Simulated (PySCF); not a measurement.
C2H8N, charge +1, singlet, at a GFN2-xTB geometry; WB97X/6-31G (PySCF).

Input for PySCF:
```python
from pyscf import gto, scf, dft

mol = gto.Mole()
mol.atom = '''
    C     1.242363   -0.397501   -0.003229
    C     0.104878    0.602170    0.010315
    N    -1.207868   -0.122818   -0.005342
    H     2.189650    0.133330    0.008197
    H     1.215410   -1.041569    0.872132
    H     1.220246   -1.012061   -0.899685
    H     0.148359    1.250307   -0.865745
    H     0.143518    1.220773    0.907695
    H    -1.274177   -0.738352    0.816913
    H    -1.269633   -0.710625   -0.847987
    H    -2.001747    0.529910    0.003362
'''
mol.basis = '6-31g'
mol.charge = 1
mol.spin = 0
mol.verbose = 4
mol.build()

mf = dft.RKS(mol)
mf.xc = 'wb97x'
mf.kernel()
```

### Question
Predict the main parts of the log of this PySCF run.

### Answer

```
PySCF version 2.14.0

[INPUT] verbose = 4
[INPUT] num. atoms = 11
[INPUT] num. electrons = 26
[INPUT] charge = 1
[INPUT] spin (= nelec alpha-beta = 2S) = 0
[INPUT] symmetry False subgroup None
[INPUT] Mole.unit = angstrom
[INPUT] Symbol           X                Y                Z      unit          X                Y                Z       unit  Magmom
[INPUT]  1 C      1.242363000000  -0.397501000000  -0.003229000000 AA    2.347725817293  -0.751168024241  -0.006101925656 Bohr   0.0
[INPUT]  2 C      0.104878000000   0.602170000000   0.010315000000 AA    0.198190696492   1.137936380429   0.019492524975 Bohr   0.0
[INPUT]  3 N     -1.207868000000  -0.122818000000  -0.005342000000 AA   -2.282539714626  -0.232092383167  -0.010094916957 Bohr   0.0
[INPUT]  4 H      2.189650000000   0.133330000000   0.008197000000 AA    4.137838808654   0.251957184188   0.015490085043 Bohr   0.0
[INPUT]  5 H      1.215410000000  -1.041569000000   0.872132000000 AA    2.296792029058  -1.968280149837   1.648090624469 Bohr   0.0
[INPUT]  6 H      1.220246000000  -1.012061000000  -0.899685000000 AA    2.305930744596  -1.912518111353  -1.700158248379 Bohr   0.0
[INPUT]  7 H      0.148359000000   1.250307000000  -0.865745000000 AA    0.280357878114   2.362737801627  -1.636020943712 Bohr   0.0
[INPUT]  8 H      0.143518000000   1.220773000000   0.907695000000 AA    0.271209713945   2.306926630264   1.715294954637 Bohr   0.0
[INPUT]  9 H     -1.274177000000  -0.738352000000   0.816913000000 AA   -2.407845564220  -1.395283063525   1.543741837597 Bohr   0.0
[INPUT] 10 H     -1.269633000000  -0.710625000000  -0.847987000000 AA   -2.399258648710  -1.342886627269  -1.602463187192 Bohr   0.0
[INPUT] 11 H     -2.001747000000   0.529910000000   0.003362000000 AA   -3.782753600670   1.001384770668   0.006353259231 Bohr   0.0

nuclear repulsion = 90.3862240085712
number of shells = 31
number of NR pGTOs = 98
number of NR cGTOs = 43
basis = 6-31g
ecp = {}

******** <class 'pyscf.dft.rks.RKS'> ********
method = RKS
initial guess = minao
damping factor = 0
level_shift factor = 0
DIIS = <class 'pyscf.scf.diis.CDIIS'>
diis_start_cycle = 1
diis_space = 8
diis_damp = 0
SCF conv_tol = 1e-09
SCF conv_tol_grad = None
SCF max_cycles = 50
direct_scf = True
direct_scf_tol = 1e-13
XC library pyscf.dft.libxc version 7.1.2
    S. Lehtola, C. Steigemann, M. J. T. Oliveira, and M. A. L. Marques,  SoftwareX 7, 1–5 (2018)
XC functionals = wb97x
    J.-D. Chai and M. Head-Gordon,  J. Chem. Phys. 128, 084106 (2008)
radial grids:
    Treutler-Ahlrichs [JCP 102, 346 (1995); DOI:10.1063/1.469408] (M4) radial grids

becke partition: Becke, JCP 88, 2547 (1988); DOI:10.1063/1.454033
pruning grids: <function nwchem_prune>
grids dens level: 3
symmetrized grids: False
atomic radii adjust function: <function treutler_atomic_radii_adjust>
small_rho_cutoff = 0
Set gradient conv threshold to 3.16228e-05
Initial guess from minao.
tot grids = 120608
init E= -136.000085121339
  HOMO = -0.381824232696637  LUMO = 0.0773686320185301  gap/eV = 12.49527
cycle= 1 E= -135.431207367757  delta_E= 0.569  |g|= 0.315  |ddm|= 2.51
  HOMO = -0.653841932482399  LUMO = -0.117426405869352  gap/eV = 14.59661
cycle= 2 E= -135.454836438777  delta_E= -0.0236  |g|= 0.226  |ddm|= 0.663
  HOMO = -0.655119707205241  LUMO = -0.0823810016197661  gap/eV = 15.58501
cycle= 3 E= -135.465211599712  delta_E= -0.0104  |g|= 0.0318  |ddm|= 0.153
  HOMO = -0.65260747104807  LUMO = -0.0741527250290197  gap/eV = 15.74056
cycle= 4 E= -135.465480745949  delta_E= -0.000269  |g|= 0.0089  |ddm|= 0.053
  HOMO = -0.652608695223052  LUMO = -0.0738285925124786  gap/eV = 15.74941
cycle= 5 E= -135.465501249703  delta_E= -2.05e-05  |g|= 0.00183  |ddm|= 0.0098
  HOMO = -0.652360987226299  LUMO = -0.0739341006661898  gap/eV = 15.73980
cycle= 6 E= -135.465502395292  delta_E= -1.15e-06  |g|= 0.000182  |ddm|= 0.00398
  HOMO = -0.652323801302776  LUMO = -0.0739050773446477  gap/eV = 15.73958
cycle= 7 E= -135.465502417111  delta_E= -2.18e-08  |g|= 5.25e-05  |ddm|= 0.00076
  HOMO = -0.652341832604263  LUMO = -0.0739064411588874  gap/eV = 15.74003
cycle= 8 E= -135.465502417987  delta_E= -8.76e-10  |g|= 1.74e-05  |ddm|= 8.94e-05
  HOMO = -0.652337033304481  LUMO = -0.0739050807349286  gap/eV = 15.73994
Extra cycle  E= -135.465502418059  delta_E= -7.12e-11  |g|= 1.04e-05  |ddm|= 3.01e-05
converged SCF energy = -135.465502418059
```
